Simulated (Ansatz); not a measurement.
`Cl[SiH](Cl)[GeH3]`, relaxed with RKS PBE-D4/def2-SVP in Ansatz from a rough embedded geometry. The force threshold is 0.03 eV/Å; the program also tests the step.

The species carries charge 0 and has multiplicity 1.

Start:

```xyz
8

Cl   -0.814    0.451    2.542
Si    0.436   -0.294    0.961
Cl    0.413   -2.382    0.993
Ge   -0.317    0.370   -1.041
H     1.797    0.182    1.160
H     0.581   -0.147   -2.222
H    -1.780   -0.115   -1.275
H    -0.317    1.935   -1.117
```

| step | energy (eV) | largest force (eV/Å) | largest move (Å) |
| --- | --- | --- | --- |
| 1 | -89468.3150 | 2.183 | 0.000 |
| 2 | -89468.4993 | 0.530 | 0.195 |
| 3 | -89468.5220 | 0.081 | 0.046 |
| 4 | -89468.5227 | 0.025 | 0.009 |

End:

```xyz
8

Cl   -0.777    0.430    2.500
Si    0.461   -0.313    0.999
Cl    0.440   -2.395    1.046
Ge   -0.363    0.418   -1.118
H     1.861    0.133    1.306
H     0.543   -0.138   -2.247
H    -1.807   -0.103   -1.312
H    -0.357    1.967   -1.174
```

Hardware: 4 threads of a server CPU on a shared host. Wall time 6 s, peak host memory 0.16 GiB.
